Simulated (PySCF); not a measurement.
A run for PySCF: R-HF/3-21G on AlF2HO (SMILES [OH][Al]([F])[F]), a point of a torsion scan.

```python
from pyscf import gto, scf, dft, mp
from pyscf.data.elements import chemcore

mol = gto.M(
    atom='''
    O     1.11392682   -0.10747532    0.03501545
    Al   -0.50344054   -0.01213500    0.12543647
    F    -1.28317710    1.41674108    0.32279475
    F    -1.42993081   -1.35835544   -0.00108955
    H     2.04459432   -0.08733798   -0.11936898
    ''',
    basis='3-21g',
    charge=0, spin=0, verbose=3, max_memory=1800)
mf = scf.RHF(mol)
mf.conv_tol = 1e-8
mf.max_cycle = 100
mf.kernel()
if not mf.converged:
    mf = mf.newton().run(mf.mo_coeff, mf.mo_occ)
```

Problem. Give the final energy of this run.

Solution. -513.6393 hartree.
